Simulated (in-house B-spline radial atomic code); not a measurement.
Radial electron density of K VIII (K7+), [He] 2s2 2p5 3s2 6s1. Computed with an all-electron radial atomic-structure program (B-spline basis): Dirac-Hartree-Fock, average of configuration, Fermi nucleus of rms radius 3.4349 fm.

Columns: r (bohr), 4πr²n(r) (electrons per bohr), bar.

```
 0.00299   0.4892 #
 0.00368    0.719 #
 0.00453    1.051 ##
 0.00558    1.526 ###
 0.00688    2.199 ####
 0.00847    3.125 ######
  0.0104    4.361 #########
  0.0129    6.078 ############
  0.0158    8.138 ################
  0.0195    10.73 #####################
   0.024    13.66 ###########################
  0.0296    16.76 #################################
  0.0365    19.59 #######################################
  0.0449     21.6 ###########################################
  0.0553    22.27 ############################################
  0.0681     21.3 ##########################################
  0.0839    18.93 #####################################
   0.103    16.18 ################################
   0.127    14.38 ############################
   0.157    14.77 #############################
   0.193    17.15 ##################################
   0.238    19.81 #######################################
   0.293    20.23 ########################################
   0.361    17.09 ##################################
   0.445     11.5 #######################
   0.548    6.356 #############
   0.675    3.652 #######
   0.832     2.97 ######
    1.02    2.574 #####
    1.26    1.668 ###
    1.56   0.7458 #
    1.92   0.2056 
    2.36  0.02683 
    2.91   0.1384 
    3.58   0.0742 
    4.41  0.03503 
    5.43   0.2949 #
    6.69   0.2335 
    8.25  0.04728 
    10.2 0.002436 
    12.5 3.362e-05 
    15.4 6.019e-08 
      19 1.005e-10
```

On this grid the curve has 4 maxima, near 0.0553, 0.293, 2.91, 5.43 bohr.

The 2p1/2 radial function P(r) = rR(r), positive near the nucleus, with its small component Q(r) (sign convention: Q ≈ (P' + κP/r)/2c):

| r (bohr) | P | Q |
| --- | --- | --- |
| 0.00242 | 0.001749 | 0.00596 |
| 0.00368 | 0.003653 | 0.008883 |
| 0.00558 | 0.007738 | 0.0131 |
| 0.00847 | 0.01657 | 0.01909 |
| 0.0129 | 0.03569 | 0.02739 |
| 0.0195 | 0.07493 | 0.03796 |
| 0.0296 | 0.1547 | 0.0506 |
| 0.0449 | 0.3058 | 0.06326 |
| 0.0681 | 0.5667 | 0.07189 |
| 0.103 | 0.9513 | 0.07072 |
| 0.157 | 1.399 | 0.05511 |
| 0.238 | 1.671 | 0.0287 |
| 0.361 | 1.496 | 0.004512 |
| 0.548 | 0.8836 | -0.005273 |
| 0.832 | 0.284 | -0.003305 |
| 1.26 | 0.03801 | -0.0005714 |
